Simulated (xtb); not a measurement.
Input for xtb: GFN1-xTB on NiF, 2S+1 = 2, a spin state set in the input, which need not be the lowest, a point of a bond scan (R = 1.774 Å).

```
$ xtb mol.xyz --gfn 1 --sp --chrg 0 --uhf 1
2

Ni     0.00000000     0.00000000     0.00000000
F      0.00000000     0.00000000     1.77416200
```

Program output:

```
[...]
           -------------------------------------------------
          |                Calculation Setup                |
           -------------------------------------------------



           -------------------------------------------------
          |                 G F N 1 - x T B                 |
           -------------------------------------------------

        Reference                      10.1021/acs.jctc.7b00118
      * Hamiltonian:
        H0-scaling (s, p, d)           1.850000    2.250000    2.000000
        zeta-weighting                 0.000000
      * Dispersion:
        s8                             2.400000
        a1                             0.630000
        a2                             5.000000
        s9                             0.000000
      * Repulsion:
        kExp                           1.500000
        rExp                           1.000000
      * Coulomb:
        alpha                          2.000000
        third order                    atomic
        anisotropic                    false
      * Halogen bond correction:
        rad-scale                      1.300000
        damping                        0.440000


          ...................................................
          :                      SETUP                      :
          :.................................................:
          :  # basis functions                  14          :
          :  # atomic orbitals                  13          :
          :  # shells                            5          :
          :  # electrons                        17          :
          :  # halogen bonds                     0          :
          :  max. iterations                   250          :
          :  Hamiltonian                  GFN1-xTB          :
          :  restarted?                      false          :
          :  GBSA solvation                  false          :
          :  PC potential                    false          :
          :  electronic temp.          300.0000000     K    :
          :  accuracy                    1.0000000          :
          :  -> integral cutoff          0.2500000E+02      :
          :  -> integral neglect         0.1000000E-07      :
          :  -> SCF convergence          0.1000000E-05 Eh   :
          :  -> wf. convergence          0.2000000E-04 e    :
          :  Broyden damping             0.4000000          :
          :  net charge                          0          :
          :  unpaired electrons                  1          :
          ...................................................

 iter      E             dE          RMSdq      gap      omega  full diag
   1     -9.1700503 -0.917005E+01  0.152E+01    3.74       0.0  T
   2     -9.1715298 -0.147949E-02  0.914E+00    3.68       1.0  T
   3     -9.1698089  0.172090E-02  0.744E-01    3.69       1.0  T
   4     -9.1718332 -0.202426E-02  0.424E-02    3.66       1.7  T
   5     -9.1718357 -0.251318E-05  0.160E-02    3.66       4.4  T
   6     -9.1718357 -0.178875E-07  0.322E-03    3.66      22.0  T
   7     -9.1718357 -0.262342E-07  0.286E-04    3.66     247.0  T
   8     -9.1718357 -0.168995E-09  0.101E-04    3.66     702.3  T
   9     -9.1718357 -0.240892E-10  0.345E-09    3.66  100000.0  T

   *** convergence criteria satisfied after 9 iterations ***

         #    Occupation            Energy/Eh            Energy/eV
      -------------------------------------------------------------
         1        2.0000           -0.7940654             -21.6076
       ...           ...                  ...                  ...
         3        2.0000           -0.4973466             -13.5335
         4        2.0000           -0.4973466             -13.5335
         5        1.9998           -0.4456700             -12.1273
         6        1.9998           -0.4456700             -12.1273
         7        1.9369           -0.4402667             -11.9803
         8        1.9369           -0.4402667             -11.9803
         9        1.1266           -0.4358690             -11.8606 (HOMO)
        10                         -0.3013470              -8.2001 (LUMO)
        11                         -0.1321463              -3.5959
        12                         -0.1321463              -3.5959
        13                          0.1615995               4.3973
      -------------------------------------------------------------
                  HL-Gap            0.1345220 Eh            3.6605 eV
             Fermi-level           -0.4031557 Eh          -10.9704 eV

 SCC (total)                   0 d,  0 h,  0 min,  0.003 sec
 SCC setup                      ...        0 min,  0.000 sec (  4.993%)
 Dispersion                     ...        0 min,  0.000 sec (  2.373%)
 classical contributions        ...        0 min,  0.000 sec (  1.058%)
 integral evaluation            ...        0 min,  0.001 sec ( 23.809%)
 iterations                     ...        0 min,  0.001 sec ( 43.672%)
 molecular gradient             ...        0 min,  0.000 sec ( 15.567%)
 printout                       ...        0 min,  0.000 sec (  7.898%)

         :::::::::::::::::::::::::::::::::::::::::::::::::::::
         ::                     SUMMARY                     ::
         :::::::::::::::::::::::::::::::::::::::::::::::::::::
         :: total energy              -9.171495254261 Eh    ::
         :: gradient norm              0.031097884425 Eh/a0 ::
         :: HOMO-LUMO gap              3.660528880714 eV    ::
         ::.................................................::
         :: SCC energy                -9.171835738028 Eh    ::
         :: -> electrostatic           0.031986272030 Eh    ::
         :: repulsion energy           0.000491151937 Eh    ::
         :: dispersion energy         -0.000150668171 Eh    ::
         :: halogen bond corr.         0.000000000000 Eh    ::
         :: add. restraining           0.000000000000 Eh    ::
         :: total charge               0.000000000001 e     ::
         :::::::::::::::::::::::::::::::::::::::::::::::::::::

           -------------------------------------------------
          |                Property Printout                |
           -------------------------------------------------

    * Orbital Energies and Occupations

         #    Occupation            Energy/Eh            Energy/eV
      -------------------------------------------------------------
         1        2.0000           -0.7940654             -21.6076
         2        2.0000           -0.5098905             -13.8748
         3        2.0000           -0.4973466             -13.5335
         4        2.0000           -0.4973466             -13.5335
         5        1.9998           -0.4456700             -12.1273
         6        1.9998           -0.4456700             -12.1273
         7        1.9369           -0.4402667             -11.9803
         8        1.9369           -0.4402667             -11.9803
         9        1.1266           -0.4358690             -11.8606 (HOMO)
        10                         -0.3013470              -8.2001 (LUMO)
        11                         -0.1321463              -3.5959
        12                         -0.1321463              -3.5959
        13                          0.1615995               4.3973
      -------------------------------------------------------------
                  HL-Gap            0.1345220 Eh            3.6605 eV
             Fermi-level           -0.4031557 Eh          -10.9704 eV

  Mulliken/CM5 charges         n(s)   n(p)   n(d)
     1Ni    0.36287  0.42513   0.325  0.275  9.037
     2F    -0.36287 -0.42513   1.774  5.589  0.000

Wiberg/Mayer (AO) data.
largest (>0.10) Wiberg bond orders for each atom

 ---------------------------------------------------------------------------
Note: The following floating-point exceptions are signalling: IEEE_DENORMAL
normal termination of xtb
     #   Z sym  total        # sym  WBO       # sym  WBO       # sym  WBO
 ---------------------------------------------------------------------------
     1  28 Ni   1.055 --     2 F    1.055
     2   9 F    1.055 --     1 Ni   1.055
 ---------------------------------------------------------------------------

Topologies differ in total number of bonds
Writing topology from bond orders to xtbtopo.mol

 dipole moment from electron density (au)
     X       Y       Z
   0.0000  -0.0000  -2.0237  total (Debye):    5.144


           -------------------------------------------------
          | TOTAL ENERGY               -9.171495254261 Eh   |
          | GRADIENT NORM               0.031097884425 Eh/α |
          | HOMO-LUMO GAP               3.660528880714 eV   |
           -------------------------------------------------

------------------------------------------------------------------------
------------------------------------------------------------------------
 total:
 SCF:
```

The run finished.

Cost: around 0.06 core-seconds (rough).
